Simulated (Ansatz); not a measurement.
Computed with Ansatz on PBE0-D4/def2-TZVP structures; ΔE is electronic, products minus reactants. CBS: MP2 limit from def2 TZ/QZ plus the TZ coupled-cluster correction, frozen cores. DFT in def2-TZVPP. For Ge outer-core shells are correlated without core-valence functions, which leaves a few kJ/mol of doubt a bond. Scalar relativity is left out up to krypton. Each species was taken in one conformer, which may not be the lowest.

`[GeH3][GeH2][GeH2][GeH3]` + `[GeH3][GeH2][GeH2][GeH2][GeH2][GeH3]` → 2 `[GeH3][GeH2][GeH2][GeH2][GeH3]`  (redistribution)

```json
{"species": "`[GeH3][GeH2][GeH2][GeH3]`", "r2SCANh-D4 energy (Eh)": "-8313.97542"}
{"species": "`[GeH3][GeH2][GeH2][GeH2][GeH2][GeH3]`", "r2SCANh-D4 energy (Eh)": "-12470.38390"}
{"species": "`[GeH3][GeH2][GeH2][GeH2][GeH3]`", "r2SCANh-D4 energy (Eh)": "-10392.17956"}
```

Q: Work out ΔE.

A: ΔE = 2 × (-10392.17956) − (-8313.97542) − (-12470.38390) = 0.00020 Eh = +0.1 kcal/mol. CCSD(T)/CBS gives +0.1 kcal/mol.

Largest T1 diagnostic among the species: 0.012.

Leaving LDA and LC-ωPBE aside and taking each functional with its dispersion term where it has one, the values, not all of them listed here, spread over 0.3 kcal/mol, from B2PLYP to BLYP-D4.
